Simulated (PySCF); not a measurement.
C₅H₇BO, SMILES C=C=C1OCB1C.

Geometry optimised at B3LYP-D3(BJ)/def2-SVP. The structure was generated by enumeration, and PubChem lists no compound with its InChIKey, so it may never have been made.

Calculation: B3LYP-D3(BJ)/def2-SVP (PySCF 2.14.0).

Harmonic, unscaled wavenumbers; measured fundamentals usually lie a few per cent lower.

Computed harmonic wavenumbers and intensities:
```csv
mode,ν (cm⁻¹),IR (km/mol),moving atoms (share of kinetic energy)
1,39,0.5,H 96 %
2,120,5.2,"C 48 %, H 32 %, O 20 %"
3,121,0.7,"C 66 %, H 25 %"
4,199,0.1,"C 38 %, H 28 %, O 18 %, B 17 %"
5,278,2.5,"C 57 %, H 26 %, B 11 %"
6,299,1.1,"C 43 %, H 39 %, B 16 %"
7,440,1.3,"H 49 %, C 41 %, B 9 %"
8,525,2.7,"C 71 %, H 17 %"
9,575,3.6,"C 54 %, O 16 %, B 16 %, H 14 %"
10,626,1.4,"H 75 %, C 21 %"
11,655,2.6,"C 57 %, O 23 %, H 19 %"
12,681,2.0,"H 68 %, C 27 %"
13,785,1.9,"H 52 %, C 35 %"
14,886,41.6,"H 73 %, C 27 %"
15,904,17.2,"H 37 %, B 36 %, C 26 %"
16,967,73.5,"C 49 %, O 47 %"
17,988,0.1,"H 65 %, C 35 %"
18,992,21.0,"C 32 %, H 31 %, B 23 %, O 15 %"
19,1136,417.4,"C 51 %, B 24 %, O 16 %, H 8 %"
20,1147,1.8,H 89 %
21,1167,22.9,"H 48 %, B 30 %, C 17 %"
22,1272,4.8,"H 61 %, C 29 %"
23,1298,3.8,"H 58 %, C 39 %"
24,1381,156.1,"H 46 %, B 31 %, C 22 %"
25,1420,5.1,H 92 %
26,1427,6.0,"H 90 %, C 9 %"
27,1436,5.2,H 90 %
28,1479,65.6,"C 50 %, H 40 %, B 9 %"
29,2035,82.1,C 99 %
30,3011,0.1,H 96 %
31,3029,29.4,H 95 %
32,3077,2.3,"H 91 %, C 9 %"
33,3080,21.0,"H 91 %, C 9 %"
34,3095,5.5,H 95 %
35,3125,7.9,"H 91 %, C 9 %"
36,3174,1.0,"H 89 %, C 11 %"
```
